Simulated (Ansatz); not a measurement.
One change: `CS[SiH](F)[SiH3]` becomes `N[SiH2][SiH](F)[SiH3]`.

Ansatz, PBE0-D4/def2-TZVP geometries, multiplicity 1. Each molecule was computed in one conformer, which needn't be the lowest.

```
                                          property  `CS[SiH](F)[SiH3]`
                 LUMO energy (PBE/def2-TZVPP) / eV               -1.25
                HOMO energy (PBE0/def2-TZVPP) / eV               -7.35
                 HOMO energy (PBE/def2-TZVPP) / eV               -6.14
size of the dipole moment (ωB97M-V/def2-TZVPP) / D                1.47
             LUMO energy (ωB97M-V/def2-TZVPP) / eV                1.41
    size of the dipole moment (PBE/def2-TZVPP) / D                1.49
```

Question: What does the change do to each property? (Best estimate.)

Answer: Ansatz gave: 
| property | `N[SiH2][SiH](F)[SiH3]` | shift |
| --- | --- | --- |
| LUMO energy (PBE/def2-TZVPP) / eV | -1.76 | -0.51 |
| HOMO energy (PBE0/def2-TZVPP) / eV | -6.97 | 0.38 |
| HOMO energy (PBE/def2-TZVPP) / eV | -5.77 | 0.37 |
| size of the dipole moment (ωB97M-V/def2-TZVPP) / D | 1.29 | -0.18 |
| LUMO energy (ωB97M-V/def2-TZVPP) / eV | 0.79 | -0.62 |
| size of the dipole moment (PBE/def2-TZVPP) / D | 1.41 | -0.08 |

With PBE0 the HOMO rises by 0.38 eV and the LUMO falls by 0.55 eV, so the gap narrows by about 0.93 eV. PBE moves the HOMO by 0.37 eV and ωB97M-V by 0.53 eV. Dipoles are sizes alone; their direction can turn.
